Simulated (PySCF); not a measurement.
# Simulated absorption spectrum

Compound: C₃HN₂O₂Se (charge -1).
Z-matrix (Å and degrees, PBE0-D3(BJ)/def2-SVP geometry), rows numbered from 1:
```
O 
C   1  1.2316
O   2  1.2474  1  131.83
C   2  1.5656  1  116.73  3  -179.90
C   4  1.4553  2  120.15  1   177.36
N   5  1.3004  4  118.52  2   179.87
Se  6  1.8175  5  105.88  4    -0.08
N   4  1.3033  2  124.51  1    -2.90
H   5  1.0941  4  119.87  2     0.07
```

Computed, not measured: PySCF, TDDFT PBE0/def2-SVPD, vertical, gas phase, core orbitals frozen in the response. The PBE0/def2-SVPD calculation is non-relativistic and has no spin–orbit coupling, an omission that weighs most on selenium.

Broadening: Gaussians 0.25 eV wide at half height, area fixed by f = 4.319×10⁻⁹ ∫ε dν̃. The width is an assumption, not a result. The curve ends short of the highest state used, and states not computed would add to its high-energy end.

```json
{"λ (nm)": "319.1", "ε (L mol⁻¹ cm⁻¹)": "799"}
{"λ (nm)": "325.1", "ε (L mol⁻¹ cm⁻¹)": "813"}
{"λ (nm)": "331.2", "ε (L mol⁻¹ cm⁻¹)": "869"}
{"λ (nm)": "337.2", "ε (L mol⁻¹ cm⁻¹)": "692"}
{"λ (nm)": "343.3", "ε (L mol⁻¹ cm⁻¹)": "385"}
{"λ (nm)": "349.3", "ε (L mol⁻¹ cm⁻¹)": "156"}
{"λ (nm)": "355.3", "ε (L mol⁻¹ cm⁻¹)": "48"}
{"λ (nm)": "361.4", "ε (L mol⁻¹ cm⁻¹)": "13"}
{"λ (nm)": "367.4", "ε (L mol⁻¹ cm⁻¹)": "8"}
{"λ (nm)": "373.4", "ε (L mol⁻¹ cm⁻¹)": "13"}
{"λ (nm)": "379.5", "ε (L mol⁻¹ cm⁻¹)": "23"}
{"λ (nm)": "385.5", "ε (L mol⁻¹ cm⁻¹)": "31"}
{"λ (nm)": "391.5", "ε (L mol⁻¹ cm⁻¹)": "33"}
{"λ (nm)": "397.6", "ε (L mol⁻¹ cm⁻¹)": "29"}
{"λ (nm)": "403.6", "ε (L mol⁻¹ cm⁻¹)": "21"}
{"λ (nm)": "409.6", "ε (L mol⁻¹ cm⁻¹)": "13"}
{"λ (nm)": "415.7", "ε (L mol⁻¹ cm⁻¹)": "7"}
{"λ (nm)": "421.7", "ε (L mol⁻¹ cm⁻¹)": "3"}
{"λ (nm)": "427.8", "ε (L mol⁻¹ cm⁻¹)": "1"}
{"λ (nm)": "433.8", "ε (L mol⁻¹ cm⁻¹)": "0"}
{"λ (nm)": "439.8", "ε (L mol⁻¹ cm⁻¹)": "0"}
{"λ (nm)": "445.9", "ε (L mol⁻¹ cm⁻¹)": "0"}
{"λ (nm)": "451.9", "ε (L mol⁻¹ cm⁻¹)": "0"}
{"λ (nm)": "457.9", "ε (L mol⁻¹ cm⁻¹)": "0"}
```

**Question.** Where are the band maxima, and which computed states make them?

**Answer.** 391 nm (3.18 eV), ε about 33, made up of S2 (98%); 330 nm (3.76 eV), ε about 870, made up of S3 (96%) (ε in L mol⁻¹ cm⁻¹; maxima over ε = 5, shares over 10%). At its high-energy end, 3.89 eV, the curve is still rising (ε about 810, from S3 and S4). The states used: S1 3.08 eV (f 0.0000); S2 3.18 eV (f 0.0003); S3 3.74 eV (f 0.0078); S4 4.04 eV (f 0.011); S5 4.17 eV (f 0.0075); S6 4.49 eV (f 0.0001).

**Question.** What would ε be at 3.76 eV, the highest of these maxima, with half the width (0.125 eV)?

**Answer.** About 1620 L mol⁻¹ cm⁻¹ against 874, a factor of about 1.9; a lone state at its own centre would give exactly 2.

**Question.** Does any computed singlet lie in the visible range?

**Answer.** 2 computed singlets (S1 to S2) lie in the visible range (380 to 750 nm), S2 for one at 390 nm, dark in the vertical dipole picture (f under 0.0005); light of that wavelength is violet, and its complementary colour is yellow-green.

**Question.** On this curve, what absorbance would a 10⁻³ mol/L sample give at 405 nm over a 1 cm path?

**Answer.** 405 nm is 3.061 eV, where ε is about 19 L mol⁻¹ cm⁻¹, so A = ε c l ≈ 0.019 (Beer–Lambert, with the gas-phase spectrum and the assumed width).

No detachment energy is given for this anion; states above it aren't bound, and a finite basis only mimics them.
